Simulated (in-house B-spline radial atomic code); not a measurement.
## One electron outside the [Ne] 3s2 3p6 core: K

Computed with a B-spline radial code for spherical atoms, no-pair Dirac-Coulomb Hamiltonian, finite nucleus. Rungs: frozen-core Dirac-Hartree-Fock (DHF); Brueckner orbitals from the second-order correlation potential; the same with the Coulomb interaction screened by the core and the hole-particle interaction summed; Breit and QED terms from differences of relaxed Dirac-Fock atoms, where computed. Partial waves beyond l = 6 are extrapolated. The tables show a selection of states; those near core-excited levels, with erratic corrections or far from their DHF start are never shown.

The lowest nd levels tend to come out too strongly bound in this method, by some 0.05 to 0.2 eV for each d electron where measurements exist, which shifts their lines and rates.

Removal energies (cm⁻¹):

| state | DHF | second order | screened | Breit + QED | final | measured |
| --- | --- | --- | --- | --- | --- | --- |
| 4s1/2 | 32370 | 35382 | 35027 | -6.37 | 35020 | 35010 |
| 4p1/2 | 21006 | 22123 | 22031 | -2.34 | 22029 | 22025 |
| 4p3/2 | 20959 | 22062 | 21971 | -0.745 | 21970 | 21967 |
| 5s1/2 | 13407 | ? | ? | ? | ? | ? |
| 3d5/2 | 12747 | 13580 | 13520 | 1.09 | 13521 | 13475 |
| 3d3/2 | 12744 | 13578 | 13518 | 1.01 | 13519 | 13473 |
| 5p1/2 | 10012 | 10338 | 10309 | -0.811 | 10309 | 10308 |
| 5p3/2 | 9996 | 10318 | 10290 | -0.262 | 10290 | 10290 |
| 4d5/2 | 7207 | 7678 | 7640 | 0.737 | 7640 | - |
| 4d3/2 | 7205 | 7678 | 7639 | 0.669 | 7639 | - |
| 6s1/2 | 7338 | 7585 | 7553 | - | - | - |
| 4f5/2 | 6859 | 6882 | 6881 | - | - | - |
| 4f7/2 | 6859 | ? | ? | ? | ? | ? |
| 6p1/2 | 5881 | 6022 | 6009 | - | - | - |

(1) What does correlation do to 5s1/2?

(2) What does correlation do to 4f7/2?

(3) How much does each rung gain against experiment?

Electric-dipole lines from 4s1/2 (reduced matrix elements in atomic units, length form, static core polarisation, sign of DHF taken positive):

| upper | DHF | + core polarisation | + Brueckner | λ (nm) | A (s⁻¹) |
| --- | --- | --- | --- | --- | --- |
| 4p1/2 | 4.555 | 4.4 | 4.12 | 769.72 | 3.77e+07 |
| 4p3/2 | 6.439 | 6.222 | 5.826 | 766.27 | 3.82e+07 |
| 5p1/2 | 0.3117 | 0.2429 | 0.2617 | 404.67 | 1.05e+06 |
| 5p3/2 | 0.4561 | 0.3589 | 0.3867 | 404.36 | 1.15e+06 |
| 6p1/2 | 0.1037 | 0.06084 | 0.07573 | 344.69 | 1.42e+05 |

(4) What radiative lifetime does 5p3/2 get from its electric-dipole decays?

Magnetic hyperfine constants per unit nuclear g factor (MHz, nucleus as a uniformly magnetised ball; they apply to isotopes with nuclear spin):

| state | DHF | + core polarisation | + Brueckner | measured A/g |
| --- | --- | --- | --- | --- |
| 4s1/2 | 562.3 | 695.2 | 879.4 | 884.6 |
| 4p1/2 | 63.67 | 82.4 | 106 | 106.5 |
| 4p3/2 | 12.39 | 20.64 | 26.26 | 23.31 |
| 5s1/2 | 148.8 | 183.5 | 209.1 | 212.7 |
| 5p1/2 | 21.97 | 28.3 | 34.21 | 34.52 |
| 5p3/2 | 4.279 | 7.067 | 8.449 | 7.545 |

(5) What is the static scalar polarisability of 4s1/2?

Answers

(1) It adds 653.8 cm⁻¹ to the removal energy in second order and 572.5 cm⁻¹ with screening; Breit and QED add -1.7 cm⁻¹, for a final 13978 cm⁻¹.

(2) It adds 23.05 cm⁻¹ to the removal energy in second order and 22.16 cm⁻¹ with screening, giving 6881 cm⁻¹ before Breit and QED terms, which weren't computed for this state.

(3) Mean relative error over all 7 computed levels with a measured value, shown above or not (NIST Handbook of Basic Atomic Spectroscopic Data (Sansonetti and Martin, J. Phys. Chem. Ref. Data 34, 1559 (2005))): DHF 4.76 %, second order 0.58 %, screened, with Breit and QED where computed, 0.11 %.

(4) The rates to lower computed states sum to 7.43e+06 s⁻¹, a lifetime of 135 ns.

(5) 292.1 bohr³: 5.458 from the core and 286.7 from the valence electron, Pauli blocking included. Recommended: 289.7 bohr³ (Schwerdtfeger and Nagle, table of static dipole polarizabilities (2023 update)).
